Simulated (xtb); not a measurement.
C₃H₄N₂, charge +1, doublet, from a rough starting geometry (a state made from the parent by changing its charge; the spin is typed, not shown lowest); GFN2-xTB run with xtb.

Here is a job for xtb.
```
$ xtb mol.xyz --gfn 2 --chrg 1 --uhf 1 --opt vtight --json

# file mol.xyz
9

C     -0.73470269    -0.93593912     0.12905800
C     -0.87132938     0.40957964    -0.24509360
N      0.44026094     0.91238876    -0.11827239
C      1.16912911    -0.16899133     0.18055961
N      0.48198183    -1.21674278     0.30512278
H     -1.60910213    -1.65731919     0.11859762
H     -1.72179441     1.03685530    -0.45682331
H      0.70757186     1.87884845    -0.35567114
H      2.15912679    -0.10124321     0.31366922
```

Problem. Write the output that xtb gives for this input, abridged.

Solution. 
```
   ID    Z sym.   atoms
    1    6 C      1, 2, 4
    2    7 N      3, 5
    3    1 H      6-9

           -------------------------------------------------
          |                Calculation Setup                |
           -------------------------------------------------

           -------------------------------------------------
          |                 G F N 2 - x T B                 |
           -------------------------------------------------

          ...................................................
          :                      SETUP                      :
          :.................................................:
          :  # basis functions                  24          :
          :  # atomic orbitals                  24          :
          :  # shells                           14          :
          :  # electrons                        25          :
          :  max. iterations                   250          :
          :  Hamiltonian                  GFN2-xTB          :
          :  restarted?                      false          :
          :  GBSA solvation                  false          :
          :  PC potential                    false          :
          :  electronic temp.          300.0000000     K    :
          :  accuracy                    1.0000000          :
          :  -> integral cutoff          0.2500000E+02      :
          :  -> integral neglect         0.1000000E-07      :
          :  -> SCF convergence          0.1000000E-05 Eh   :
          :  -> wf. convergence          0.1000000E-03 e    :
          :  Broyden damping             0.4000000          :
          :  net charge                          1          :
          :  unpaired electrons                  1          :
          ...................................................

 iter      E             dE          RMSdq      gap      omega  full diag
   1    -13.8333282 -0.138333E+02  0.535E+00    4.63       0.0  T
   2    -13.8908895 -0.575613E-01  0.589E+00    4.60       1.0  T
   3    -13.9703360 -0.794465E-01  0.407E+00    4.87       1.0  T
   4    -13.9338313  0.365048E-01  0.318E+00    4.19       1.0  T
   5    -13.9906645 -0.568333E-01  0.157E+00    4.94       1.0  T
   6    -14.0022090 -0.115445E-01  0.531E-01    4.93       1.0  T
   7    -14.0034671 -0.125808E-02  0.193E-01    4.96       1.0  T
   8    -14.0033981  0.690433E-04  0.210E-01    4.95       1.0  T
   9    -14.0024866  0.911467E-03  0.435E-01    4.96       1.0  T
[...]
         :: total energy             -13.761693063556 Eh    ::
 * total energy  :   -13.7616931 Eh     change       -0.3153033E-11 Eh
 * total energy  :   -13.7796779 Eh     change       -0.1798481E-01 Eh
 * total energy  :   -13.7825900 Eh     change       -0.2912136E-02 Eh
 * total energy  :   -13.7829713 Eh     change       -0.3812983E-03 Eh
 * total energy  :   -13.7830713 Eh     change       -0.1000134E-03 Eh
 * total energy  :   -13.7831082 Eh     change       -0.3693015E-04 Eh
 * total energy  :   -13.7831106 Eh     change       -0.2336808E-05 Eh
 * total energy  :   -13.7831114 Eh     change       -0.7765040E-06 Eh
 * total energy  :   -13.7831116 Eh     change       -0.2090970E-06 Eh
 * total energy  :   -13.7831116 Eh     change       -0.5681906E-07 Eh
   *** GEOMETRY OPTIMIZATION CONVERGED AFTER 10 ITERATIONS ***
         :: total energy             -13.783111627411 Eh    ::
[...]
     3   7 N        2.804     0.008    21.116     6.825
     4   6 C        3.114     0.121    25.198     8.223
     5   7 N        1.946    -0.007    22.086     6.969
     6   1 H        0.926     0.168     1.279     1.768
     7   1 H        0.926     0.159     1.334     1.806
     8   1 H        0.860     0.254     0.869     1.460
     9   1 H        0.926     0.165     1.295     1.780

 Mol. C6AA /au·bohr⁶  :        836.403339
 Mol. C8AA /au·bohr⁸  :      19866.437267
 Mol. α(0) /au        :         45.689161

Wiberg/Mayer (AO) data.
largest (>0.10) Wiberg bond orders for each atom

 ---------------------------------------------------------------------------
     #   Z sym  total        # sym  WBO       # sym  WBO       # sym  WBO
 ---------------------------------------------------------------------------
     1   6 C    3.885 --     5 N    1.543     2 C    1.286     6 H    0.937
     2   6 C    3.843 --     3 N    1.367     1 C    1.286     7 H    0.945
                             5 N    0.148
     3   7 N    3.680 --     2 C    1.367     4 C    1.254     8 H    0.908
     4   6 C    3.879 --     5 N    1.531     3 N    1.254     9 H    0.940
     5   7 N    3.344 --     1 C    1.543     4 C    1.531     2 C    0.148
     6   1 H    0.971 --     1 C    0.937
     7   1 H    0.974 --     2 C    0.945
     8   1 H    0.936 --     3 N    0.908
     9   1 H    0.973 --     4 C    0.940
 ---------------------------------------------------------------------------

Topologies differ in total number of bonds
Writing topology from bond orders to xtbtopo.mol

molecular dipole:
                 x           y           z       tot (Debye)
 q only:        0.077       0.559      -0.126
   full:        0.086       0.863      -0.190       2.257
molecular quadrupole (traceless):
                xx          xy          yy          xz          yz          zz
 q only:        4.643       2.494       1.684       0.931      -1.527      -6.327
  q+dip:        5.695       3.383       2.199       0.930      -1.755      -7.894
   full:        4.729       3.192       1.395       0.594      -1.171      -6.124

optimized geometry written to: xtbopt.xyz

           -------------------------------------------------
          | TOTAL ENERGY              -13.783111627411 Eh   |
          | GRADIENT NORM               0.000096608952 Eh/α |
          | HOMO-LUMO GAP               4.846885094425 eV   |
           -------------------------------------------------
```
